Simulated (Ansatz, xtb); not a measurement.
ClH4NSiSn: 7 structures ranked

7 gas-phase structures of ClH4NSiSn, found in a search over its isomers (lower ones may exist). Each was relaxed with GFN2-xTB; where two conformers were screened, the lower at r2SCAN-D4/def2-SVP//GFN2-xTB is listed:

A. `N[Si@H](Cl)[SnH]`, a singlet
B. `[NH2][Sn][SiH2]Cl`, a singlet
C. `N[SiH2][Sn][Cl]`, a singlet
D. a singlet given by its coordinates
E. `[SiH3][NH][Sn][Cl]`, a singlet
F. a singlet given by its coordinates
G. `Cl[SiH2][NH][SnH]`, a singlet

F (Å):

```xyz
8

Cl    0.5926    1.7445   -2.9925
N     0.8079    0.1695    0.2390
Si   -0.5730   -0.8305   -0.4730
Sn   -0.6667    1.7106   -0.9721
H     1.7066   -0.0118   -0.1842
H     0.9395    0.1141    1.2388
H     0.1493   -1.9192   -1.1545
H    -1.0507   -1.5116    0.7486
```

Close contacts (Å): Cl1–Sn4 2.38, N2–Si3 1.85, N2–Sn4 2.45, Si3–Sn4 2.59, N2–H5 1.01, N2–H6 1.01, Si3–H7 1.47, Si3–H8 1.48.

D (Å):

```xyz
8

Cl   -0.4377    0.4063   -1.5196
N     1.2239    1.3496    0.5219
Si    0.3938    2.1938   -0.6692
Sn    0.6682   -0.8124    0.4755
H     1.1651    2.7360   -1.7815
H    -0.7909    2.9902   -0.3796
H     1.7577    1.8386    1.2207
H    -0.8839   -0.5829    1.4527
```

Close contacts (Å): Cl1–Si3 2.15, Cl1–Sn4 2.59, N2–Si3 1.68, N2–Sn4 2.23, N2–H7 1.01, Si3–H5 1.46, Si3–H6 1.46, Sn4–H8 1.85.

Question: Which do you expect lowest at r2SCAN-D4/def2-SVP//GFN2-xTB, and how would the others follow?

Answer: Calculated order at r2SCAN-D4/def2-SVP//GFN2-xTB: E (0.0), F (40.7), G (55.6), C (70.1), B (97.8), D (99.6), A (109.6) kJ/mol. Less than 1 kcal/mol parts B and D, so the order within that pair means little.

Energies above the lowest of each column, in kJ/mol; the last columns are at r2SCAN-D4/def2-SVP geometries and were run for some of them only (a dash: not run or not comparable):

```tsv
structure	GFN2-xTB	HF/STO-3G	r2SCAN-D4/def2-SVP//GFN2-xTB	r2SCAN-D4/def2-SVP	CCSD(T)/def2-SVP + ΔMP2/def2-TZVPP
E	0.0	0.0	0.0	0.0	0.0
F	80.0	61.6	40.7	31.2	56.6
G	65.8	113.3	55.6	54.9	–
C	86.2	82.9	70.1	69.1	–
B	141.7	97.4	97.8	–	–
D	38.6	174.2	99.6	–	–
A	131.5	173.9	109.6	–	–
```

Every level run on E puts it lowest or level with the lowest. Some further structures that were screened fall inside this span and aren't listed. Flexible structures stand in one conformer each, not always the lowest. Frequencies (r2SCAN-D4/def2-SVP) were run for E, F alone. Atoms past krypton carry core potentials in the def2 sets, without spin–orbit terms. ΔMP2 is the change of the MP2 energy from the smaller to the larger basis.

Over these structures GFN2-xTB departs from r2SCAN-D4/def2-SVP//GFN2-xTB by 23.2 kJ/mol on average once a common shift is removed. A GFN2-xTB relaxation took about 0.32 s and the r2SCAN-D4/def2-SVP//GFN2-xTB energy about 4.2 s on a shared host (Ansatz 0.2.0, xtb 6.7.1).
